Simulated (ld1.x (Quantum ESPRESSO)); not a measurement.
LDA (PZ) ultrasoft dataset for O, non-relativistic all-electron reference.

- Element: O
- Generator: ld1.x (Quantum ESPRESSO) 7.5
- Type: ultrasoft
- Functional: LDA (PZ)
- Relativity: non-relativistic
- Frozen core: [He]
- Valence charge: 6
- Reference configuration: 2s2 2p2 (charge +2)
- Partial waves: 2s (bound): rcut 0.75, rcutus 0.80 bohr; 2s channel at -3.65 Ry: rcut 0.75, rcutus 0.80 bohr; 2p (bound): rcut 1.65, rcutus 2.10 bohr; 2p channel at -0.05 Ry: rcut 1.65, rcutus 2.10 bohr; 3d channel at 0.05 Ry: rcut 1.95, rcutus 2.15 bohr
- Local potential: all-electron potential smoothed inside 1.70 bohr (lloc = -1)
- Core correction: Bessel-smoothed model core inside 0.60 bohr
- Augmentation charge: built from norm-conserving waves at rcut, not smoothed further

All-electron outer shells of the reference configuration (LDA (PZ), non-relativistic, ld1.x):

| shell | level (eV) | outermost node (bohr) | outermost maximum (bohr) |
| --- | --- | --- | --- |
| 2s | -57.96 | 0.28 | 0.84 |
| 2p | -43.35 | – | 0.74 |

Does the generator finish with these settings?

Yes, a potential is produced and its reference levels are reproduced.

Is the overlap operator S = 1 + Σ q|β⟩⟨β| positive definite (Bessel basis up to 400 Ry)?

Yes: its lowest eigenvalue is 0.10 (s channel).

Tests: 2s2 2p4; 2s2 2p3; 2s2 2p1; 2s1 2p5; 2s1 2p4; 2s2 2p4.3; 2s2 2p3.5. Which has the largest error in its energy relative to the reference configuration, and how large is it?

2s2 2p4.3, with -2561 meV (all-electron minus pseudo) on -52.48 eV.

A Bessel basis up to 400 Ry misses an occupied level by 1.79 Ry, so cutoffs and ghosts were not judged.
